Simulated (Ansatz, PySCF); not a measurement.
C4H3FOS, SMILES c1(cc(F)cs1)O. Atoms are numbered in the order given.

```xyz
10

O      1.1334     2.1837     0.0000
C      0.5197     0.9846     0.0000
C      1.1504    -0.2274     0.0000
C      0.1891    -1.2887     0.0000
F      0.5689    -2.5660     0.0000
C     -1.1146    -0.8966     0.0000
S     -1.2130     0.8355     0.0000
H      0.4841     2.8965     0.0000
H      2.2312    -0.3623     0.0000
H     -2.0064    -1.5195     0.0000
```

Geometry: ωB97X-D3(BJ)/def2-SVP. One conformer was computed; it need not be the lowest.

Two levels are set side by side: PBE-D3(BJ)/def2-SVP (Ansatz, a program for electronic structure) and ωB97X-D3(BJ)/def2-SVP (PySCF). Each level has its own optimised geometry; the coordinates shown are those of the second. Frequencies come from the Hessian of PySCF at each geometry. Differences are taken from unrounded values.

| quantity | ωB97X-D3(BJ) | PBE-D3(BJ) | PBE-D3(BJ) minus ωB97X-D3(BJ) |
|---|---|---|---|
| mean bond length (Å) | 1.345 | 1.355 | 0.009 |
| bond O1–C2 (Å) | 1.347 | 1.352 | 0.005 |
| bond C2–C3 (Å) | 1.366 | 1.380 | 0.014 |
| bond C2–S7 (Å) | 1.739 | 1.758 | 0.019 |
| bond C3–C4 (Å) | 1.432 | 1.430 | -0.002 |
| bond C4–F5 (Å) | 1.333 | 1.340 | 0.008 |
| bond C4–C6 (Å) | 1.361 | 1.377 | 0.016 |
| bond C6–S7 (Å) | 1.735 | 1.744 | 0.009 |
| bond O1–H8 (Å) | 0.964 | 0.975 | 0.011 |
| bond C3–H9 (Å) | 1.089 | 1.096 | 0.007 |
| bond C6–H10 (Å) | 1.088 | 1.094 | 0.006 |
| highest harmonic wavenumber (cm⁻¹) | 3890 | 3713 | -177 |
| mean harmonic wavenumber (cm⁻¹) | 1171 | 1116 | -55 |
| zero-point energy (kcal/mol) | 40.18 | 38.29 | -1.89 |

GGA bonds tend to be longer and softer than those of functionals with exact exchange. Differences between two approximate levels are no errors against the true value.
